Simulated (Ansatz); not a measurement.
HO (SMILES [OH]), doublet, at a GFN2-xTB geometry. Base run: CCSD(T)/cc-pVDZ in Ansatz (a program for electronic structure).

Input for Ansatz:
Ansatz 0.2 input:
```yaml
crystal:
  periodic: [false, false, false]
  atoms:
    - {symbol: O, position_ang: [-0.00000000, -0.00000000, -0.10703611]}
    - {symbol: H, position_ang: [0.00000000, 0.00000000, 0.85628892]}
basis:
  gaussian:
    orbitals: cc-pVDZ
magnetization: {spin_polarized: true, initial_magnetization: 1}
correlation: {method: ccsd_t}
```

Each row names what was changed in the base input (with any setting that the change needs).

| change | ΔE vs base (mEh) | MP2 correlation (Eh) | CC correlation without the perturbative part (Eh) | basis functions |
|---|---|---|---|---|
| base | 0.000 | -0.14876 | -0.16344 | 19 |
| method = bccd | 1.790 | -0.14876 | -0.16337 | 19 |
| diis_vectors = 4 | 0.000 | -0.14876 | -0.16344 | 19 |
| method = ccsd | 1.717 | -0.14876 | -0.16344 | 19 |
| method = rpa | -16.822 | - | - | 19 |
| reference functional = pbe0 | 0.334 | - | -0.16508 | 19 |
| accuracy = high | 0.000 | -0.14876 | -0.16344 | 19 |
| electrons = all | -1.850 | -0.15079 | -0.16527 | 19 |
| method = mp2 | 16.395 | -0.14876 | - | 19 |
| method = bccd_t | 0.005 | -0.14876 | -0.16337 | 19 |
